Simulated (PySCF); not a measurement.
# How methods differ on the excitation energy of N²⁺

N²⁺ [He] 2s2 2p1 (2P) → N²⁺ [He] 2s1 2p2 (4P), as a difference of total energies. Computed with PySCF 2.14 in def2-TZVPPD, with the non-relativistic Hamiltonian (point nucleus). Correlated levels: valence: 1s2 frozen. The calculations carry no spin-orbit coupling.

```json
{"method": "UHF", "excitation energy (cm⁻¹)": "41475"}
{"method": "SCS-MP2 (valence)", "excitation energy (cm⁻¹)": "54581"}
{"method": "CCSD(T) (valence)", "excitation energy (cm⁻¹)": "56483"}
{"method": "CCSDT (valence)", "excitation energy (cm⁻¹)": "56535"}
```

**Question.** Estimate what MP2 (valence) gives.

**Answer.** 51078 cm⁻¹, closest to SCS-MP2 (valence) among the rows shown.

**Question.** Estimate what CCSD (valence) gives.

**Answer.** 56266 cm⁻¹, closest to CCSD(T) (valence) among the rows shown.
